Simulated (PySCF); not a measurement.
Compound: C3H7FGe.
SMILES with atom numbers: `[CH2:1]=[C:2]([CH3:3])[GeH2:4][F:5]` (hydrogens: H6, H7 on C1; H8, H9, H10 on C3; H11, H12 on Ge4)

Method used: PySCF 2.14.0, PBE0-D3(BJ)/def2-SVP geometry optimisation, gas phase.

(1) What internal coordinates does the optimisation give?

Answers

(1) 
```json
{"bond": "C1=C2", "length (bohr)": "2.530"}
{"bond": "C2–C3", "length (bohr)": "2.832"}
{"bond": "C2–Ge4", "length (bohr)": "3.660"}
{"bond": "Ge4–F5", "length (bohr)": "3.310"}
{"bond": "C1–H6", "length (bohr)": "2.073"}
{"bond": "C1–H7", "length (bohr)": "2.069"}
{"bond": "C3–H8, C3–H9, C3–H10", "length (bohr)": "2.083"}
{"bond": "Ge4–H11, Ge4–H12", "length (bohr)": "2.907"}
```

Bonds in one row agree within 0.02 bohr and their mean is given. A selection of angles:
```json
{"angle": "C2–C1–H6", "degrees": "121.4"}
{"angle": "C2–C1–H7", "degrees": "122.3"}
{"angle": "H6–C1–H7", "degrees": "116.4"}
{"angle": "C1–C2–C3", "degrees": "123.8"}
{"angle": "C1–C2–Ge4", "degrees": "118.3"}
{"angle": "C3–C2–Ge4", "degrees": "117.8"}
{"angle": "C2–C3–H8", "degrees": "110.5"}
{"angle": "C2–C3–H9", "degrees": "111.8"}
{"angle": "H8–C3–H9", "degrees": "108.4"}
{"angle": "H8–C3–H10", "degrees": "106.4"}
{"angle": "C2–Ge4–F5", "degrees": "106.8"}
{"angle": "C2–Ge4–H11", "degrees": "111.6"}
{"angle": "C2–Ge4–H12", "degrees": "113.1"}
{"angle": "F5–Ge4–H11", "degrees": "107.0"}
{"angle": "F5–Ge4–H12", "degrees": "104.6"}
{"angle": "H11–Ge4–H12", "degrees": "113.0"}
```

Torsions: C1–C2–Ge4–F5 -124° (anticlinal). The mirror-image conformer, all signs reversed, is as good.

Ge4 (germanium bonded to C, F and 2 H) is distorted tetrahedral (angles from 104.6° to 113.1°). Of the pairs four or more bonds apart, H6···H9 is among the closest relative to their van der Waals radii: 2.45 Å, 102 % of the sum of Bondi's values. The C–C distances run from 1.339 Å (C1=C2, drawn double) to 1.498 Å (C2–C3, drawn single), a spread of 0.159 Å.

Point group: C1 (no symmetry element, even within 0.4 Å). Not checked by PBE0-D3(BJ)/def2-SVP frequencies. One conformer, not necessarily the lowest.
